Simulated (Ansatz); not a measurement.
`F[SiH]1CB1[SiH3]` + `[SH][SnH3]` → `[SiH3][S][SnH3]` + `F[SiH]1BC1`  (cleavage of the Si–B bond)

Calculated with Ansatz (gas phase, PBE0-D4/def2-TZVP geometries, no zero-point term in ΔE). CCSD(T)/CBS adds triple-zeta CCSD(T) − MP2 to the extrapolated MP2 energy (def2 sets, frozen cores). Functionals use def2-TZVPP. def2 core potentials past Kr. For Sn outer-core shells are correlated without core-valence functions, which leaves a few kJ/mol of doubt a bond.

```
             level  ΔE (kJ/mol)
           ωB97M-V        -46.3
            r2SCAN        -42.8
   CCSD/def2-TZVPP        -41.8
SCS-MP2/def2-QZVPP        -50.6
```

Problem. What does CCSD(T)/CBS give? (Estimate.)

Solution. The calculation gave: -46.8 kJ/mol. The listed levels differ from it by 0.5, 4.0, 5.0, -3.8 kJ/mol.

Largest T1 diagnostic among the species: 0.014.

From PBE to PBE0 (25 % exact exchange), in def2-TZVPP and without D4, ΔE moves by −5.4 kJ/mol. In def2-TZVPP, CCSD(T) changes the Hartree–Fock value by +13.0 kJ/mol (the triples alone add +1.3 kJ/mol) and MP2 by +6.3 kJ/mol.
